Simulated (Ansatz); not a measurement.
`C/C=C/I` → `C=CCI`  (isomerisation)

Computed with Ansatz on PBE0-D4/def2-TZVP structures; ΔE is electronic, products minus reactants. CBS: MP2 limit from def2 TZ/QZ plus the TZ coupled-cluster correction, frozen cores. Functionals use def2-TZVPP. B3LYP here is the variant with VWN-RPA as its local correlation; programs differ in this. Elements past krypton have def2 core potentials. For I outer-core shells are correlated without core-valence functions, which leaves a few kJ/mol of doubt a bond. One conformer a species, not always the lowest.

(1) Is it downhill or uphill in electronic energy at CCSD(T)/CBS, and by how much? (Best estimate.)

(2) What do these levels give: B3LYP-D4, PBE, PBE0, B3LYP, HF/def2-TZVPP, MP2/CBS(def2)? (An estimate is asked.)

Largest T1 diagnostic among the species: 0.010.

Results:

(1) Ansatz gave: Nearly level: ΔE = -2.8 kJ/mol.

(2) Computed: B3LYP-D4 -2.9, PBE 1.7, PBE0 1.1, B3LYP -1.4, HF/def2-TZVPP -4.8, MP2/CBS(def2) -1.9 kJ/mol.

In def2-TZVPP, CCSD(T) changes the Hartree–Fock value by +3.9 kJ/mol (the triples alone add +0.1 kJ/mol) and MP2 by +4.8 kJ/mol.
